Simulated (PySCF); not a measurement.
Harmonic spectrum computed at PBE0 in the def2-SVP basis family (core potentials from Rb on, PySCF, no spin–orbit coupling):

```json
{"ω (cm⁻¹)": "137", "IR (km/mol)": "1.7"}
{"ω (cm⁻¹)": "253", "IR (km/mol)": "26.3"}
{"ω (cm⁻¹)": "1148", "IR (km/mol)": "68.5"}
```

Problem. Which molecule gave it? In each, all ligands are bound to the one heavy central atom.
A. BrRuN (singlet)
B. BrReN (quartet)
C. BrMoN (triplet)
D. BrPdN (triplet)

Solution. B. It has Cs symmetry with Re–Br 2.454 Å, Re–N 1.645 Å.
